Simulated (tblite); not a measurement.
Species: C₅H₇ClO₂ (charge -1 and doublet state).
Z-matrix (Å and degrees, GFN2-xTB geometry), rows numbered from 1:
```
C 
C   1  1.4976
C   2  1.4938  1  117.70
O   3  1.4363  2  114.42  1  -106.07
C   2  1.3924  1  119.95  3  -176.85
Cl  5  1.7727  2  115.77  1   175.85
C   5  1.3983  2  131.49  1    -3.65
O   7  1.2615  5  127.30  2    -0.89
H   1  1.0964  2  111.06  3   -61.52
H   1  1.0952  2  111.02  3    57.94
H   1  1.0863  2  108.99  3   178.39
H   3  1.0938  2  110.09  1    11.76
H   3  1.1052  2  111.28  1   131.77
H   4  0.9663  3  105.19  2   -52.71
H   7  1.1124  5  114.31  2   179.22
```

All values are computed: GFN2-xTB (tblite) harmonic vibrations without scaling, gas phase. Errors from tens to a few hundred cm⁻¹ against measured bands are possible. One conformer, not necessarily the lowest. Open shells enter through the occupations alone, without spin polarisation, and single modes of such species can be off by tens of per cent.

Harmonic wavenumbers (cm⁻¹): 51.0, 83.7, 154.3, 191.7, 212.2, 226.6, 255.0, 324.2, 353.2, 383.1, 429.1, 460.3, 500.0, 726.5, 772.2, 882.6, 926.6, 962.0, 1020.0, 1038.3, 1132.8, 1205.8, 1249.5, 1300.0, 1340.3, 1365.8, 1391.8, 1462.6, 1476.0, 1479.9, 1505.1, 1623.1, 2665.2, 2782.2, 2882.0, 2919.5, 2953.4, 3046.2, 3499.0.

A = 2074, B = 1451, C = 906.8 MHz; mass 134.013 u (most abundant isotopes); point group C1, symmetry number 1; spin multiplicity 2.

**Question.** What is the zero-point energy?

**Answer.** ½Σν̃ = 23616 cm⁻¹ = 67.52 kcal/mol.

**Question.** Give the ideal-gas entropy at 350 K and 1 bar in the rigid-rotor, harmonic-oscillator model (classical rotation).

**Answer.** Translation 41.41, rotation 29.63, vibration 30.72, spin (R ln 2) 1.38: S = 103.1 cal/(mol K).

**Question.** And Cp and H(350 K) − H(0)?

**Answer.** Cp = 38.52 cal/(mol K), of which vibrations give 30.57 (their classical limit is 39 R = 77.5); H(350 K) − H(0) = 8.48 kcal/mol without the zero-point energy, 5.70 from vibrations.

**Question.** How do the functions run with temperature in this model?

**Answer.** 
| T (K) | S (cal/(mol K)) | Cp (cal/(mol K)) | H − H(0) (kcal/mol) | G − H(0) (kcal/mol) | ln q(vib) |
| --- | --- | --- | --- | --- | --- |
| 150 | 77.7 | 23.1 | 2.26 | -9.40 | 2.47 |
| 250 | 91.5 | 31.2 | 4.99 | -17.88 | 4.89 |
| 298.15 | 97.3 | 34.8 | 6.58 | -22.43 | 6.05 |
| 400 | 108.5 | 41.9 | 10.49 | -32.92 | 8.43 |
| 600 | 127.8 | 53.2 | 20.07 | -56.60 | 12.87 |
| 900 | 151.6 | 64.0 | 37.78 | -98.63 | 18.92 |

q(vib) and H(0) count from the zero-point level.

**Question.** Which modes carry the vibrational entropy at 350 K?

**Answer.** 51.0 cm⁻¹: 5.10; 83.7 cm⁻¹: 4.12; 154.3 cm⁻¹: 2.92; 191.7 cm⁻¹: 2.51; 212.2 cm⁻¹: 2.32; 226.6 cm⁻¹: 2.20 cal/(mol K); the other 33 give 11.55 together.

Hindered rotation and anharmonicity are outside this model. Other conformers, if any are populated, would add a mixing term that is left out. The structure is chiral; the term R ln 2 for an equal mix with its mirror image is left out.
